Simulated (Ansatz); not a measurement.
`[NH2][Hf]([F])([F])[Cl]` + H₂S → `[F][Hf]([F])([SH])[Cl]` + NH₃ at 700 K and 1 bar (ligand exchange at the Hf–N bond).

Calculated with Ansatz (gas phase, PBE0-D4/def2-TZVP geometries, no zero-point term in ΔE). CBS: MP2 limit from def2 TZ/QZ plus the TZ coupled-cluster correction, frozen cores. This one scheme is used for every species. Elements past krypton have def2 core potentials. For Hf outer-core shells are correlated without core-valence functions, which leaves a few kJ/mol of doubt a bond. One conformer a species, not always the lowest.

```tsv
species	CCSD(T)/CBS energy (Eh)	H − E (kJ/mol)	S (J/(mol·K))
`[NH2][Hf]([F])([F])[Cl]`	-763.45993	150.5	484.0
H₂S	-398.97279	64.8	236.9
`[F][Hf]([F])([SH])[Cl]`	-1105.93208	106.5	490.3
NH₃	-56.50880	116.9	226.5
```

H − E and S are ideal-gas, rigid-rotor, harmonic terms from PBE0-D4/def2-TZVP, for one conformer and one mirror image of each species. 1 Eh = 2625.50 kJ/mol, R = 8.31446 J/(mol·K).

Problem. By hand: ΔE, ΔH, ΔS and ΔG.

Solution. ΔE = (-1105.93208) + (-56.50880) − (-763.45993) − (-398.97279) = -0.00816 Eh = -21.4 kJ/mol. Δ(H − E) = 106.5 + 116.9 − 150.5 − 64.8 = 8.1, so ΔH = -13.3 kJ/mol. ΔS = 490.3 + 226.5 − 484.0 − 236.9 = -4.1 J/(mol·K). ΔG = -13.3 − 700 × (-4.1)/1000 = -10.4 kJ/mol.

Problem. By hand: the equilibrium constant, and the temperature at which ΔG would vanish if ΔH and ΔS stayed fixed.

Solution. log₁₀ K = −ΔG/(RT ln 10) = 0.8. ΔG = 0 at ΔH/ΔS = 3244 K, far beyond where these terms or the molecules hold.

The number of gas molecules stays the same, so ΔS is small and ΔH decides. A doubt of 5 kJ/mol in ΔE shifts log₁₀ K by 0.4 here. Other conformers and mirror images would add mixing entropy, several J/(mol·K) or more a flexible species. These are equilibria of isolated gas molecules and say nothing of rates. Largest T1 diagnostic: 0.016 (customary marks: 0.02 for closed shells, 0.045 for open ones).
